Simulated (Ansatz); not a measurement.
Program: Ansatz. Geometries: PBE0-D4/def2-TZVP. ΔE: electronic, gas phase. CCSD(T)/CBS is the MP2 limit (def2-TZVPP, def2-QZVPP) plus CCSD(T) − MP2 in def2-TZVPP, frozen cores. DFT in def2-TZVPP. B3LYP here is the variant with VWN-RPA as its local correlation; programs differ in this. Elements past krypton have def2 core potentials. For In outer-core shells are correlated without core-valence functions, which leaves a few kJ/mol of doubt a bond. Each species was taken in one conformer, which may not be the lowest.

Consider the ligand exchange at the Si–C bond: `B[SiH2]OC[SiH3]` + `[OH][In]([SH])[O][SiH3]` → `[SiH3][O][In]([SH])[O][SiH3]` + `B[SiH2]OC`.

```json
{"level": "B3LYP-D4", "ΔE (kcal/mol)": "-28.4"}
{"level": "MP2/CBS(def2)", "ΔE (kcal/mol)": "-29.4"}
```

Problem. What does CCSD(T)/CBS give? (Estimate.)

Solution. Ansatz gave: -28.9 kcal/mol. The listed levels differ from it by 0.5, -0.5 kcal/mol.

Largest T1 diagnostic among the species: 0.016.

From PBE to PBE0 (25 % exact exchange), in def2-TZVPP and without D4, ΔE moves by −2.4 kcal/mol. In def2-TZVPP, CCSD(T) changes the Hartree–Fock value by +6.0 kcal/mol (the triples alone add +0.8 kcal/mol) and MP2 by +5.4 kcal/mol.
